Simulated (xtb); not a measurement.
B(CCH)(Cl)(Me) (C3H4BCl), SMILES C#CB(C)Cl. All values are semi-empirical tight-binding results from xtb (GFN2-xTB unless named), good for trends rather than for accurate numbers. Geometry: GFN2-xTB. This is a generated structure with no PubChem entry under its InChIKey; it may be hypothetical.

Optimised geometry:

Bonds (Å): B1–C2 1.511, B1–Cl5 1.715, B1–C6 1.580, C2–C3 1.205, C3–H4 1.052, C6–H7 1.087, C6–H8 1.091, C6–H9 1.088. Bond angles (°): C2–B1–Cl5 118.0, C2–B1–C6 121.1, Cl5–B1–C6 120.9, B1–C2–C3 179.0, C2–C3–H4 179.5, B1–C6–H7 113.3, B1–C6–H8 109.6, B1–C6–H9 111.8, H7–C6–H8 107.3, H7–C6–H9 108.5, H8–C6–H9 106.0.
Charge 0, spin multiplicity 1.

### Question
Estimate the properties. (Estimate from the structure and the level; the computed values follow.)

### Answer

The orbital gap comes out as 3.67 eV, the dipole moment comes out as 1.65 D and the zero-point energy is 37.4 kcal/mol. The G − E(el) at 298.15 K (modified RRHO) is 18.1 kcal/mol, the static polarisability (D4 model) is 57.7 bohr³ and the solvation energy, GFN2-xTB/ALPB(water) comes out as -2.1 kcal/mol. The solvation energy, GFN2-xTB/ALPB(benzene) is -5.1 kcal/mol.

### Question
Give the atomic charges and the Wiberg bond orders between heavy atoms. (The exact figures need the calculation; the answer reports its results.)

### Answer
charges (e) B1 0.34, C2 -0.09, C3 -0.07, H4 0.08, Cl5 -0.23, C6 -0.19, H7 0.05, H8 0.06, H9 0.05. Bond orders B1–C2 1.07, C2–C3 2.86, B1–Cl5 1.11, B1–C6 1.03.
